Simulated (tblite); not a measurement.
Question: Write a Z-matrix for `CS[C@@H]1[C@H](C)[Si@H]1SC` as optimised with GFN2-xTB.

Answer: 
Z-matrix in Å and degrees, rows numbered from 1:
```
C 
S   1  1.8138
C   2  1.7931  1   97.66
C   3  1.5371  2  117.99  1   153.96
C   4  1.5080  3  118.70  2     4.88
Si  3  1.8868  2  118.31  1    77.60
S   6  2.1311  3  117.13  4   107.04
C   7  1.8212  6   99.49  3  -141.04
H   1  1.0877  2  109.12  3   -60.78
H   1  1.0866  2  109.44  3    59.98
H   1  1.0848  2  107.17  3   179.43
H   3  1.0845  2  110.32  1   -69.59
H   4  1.0881  3  112.01  6  -111.91
H   5  1.0895  4  110.02  3    71.53
H   5  1.0863  4  110.77  3   -47.72
H   5  1.0883  4  110.67  3  -168.55
H   6  1.4492  3  120.17  4  -105.02
H   8  1.0847  7  109.68  6    64.28
H   8  1.0849  7  109.62  6   -57.41
H   8  1.0847  7  106.65  6  -176.48
```

The 3-membered ring C3–C4–Si6 has internal angles of 48.0° to 66.1°. Si6 (SiH silicon) has angles from 48.0° to 120.2°. The 2 C–C bonds span 1.508 Å (C4–C5, drawn single) to 1.537 Å (C3–C4, drawn single), a spread of 0.029 Å. The C–S distances run from 1.793 Å (S2–C3, drawn single) to 1.821 Å (S7–C8, drawn single), a spread of 0.028 Å.

Computed geometry: GFN2-xTB, gas phase.

Point group: C1 (no symmetry element, even within 0.4 Å). Its GFN2-xTB frequencies are all real (lowest 29 cm⁻¹). One conformer, not necessarily the lowest (C1–S2–C3–C4 154°, C4–Si6–S7–C8 -86°). 2 starts were optimised and ended at 0.00 and 0.58 kcal/mol (GFN2-xTB); the lowest of these is shown.
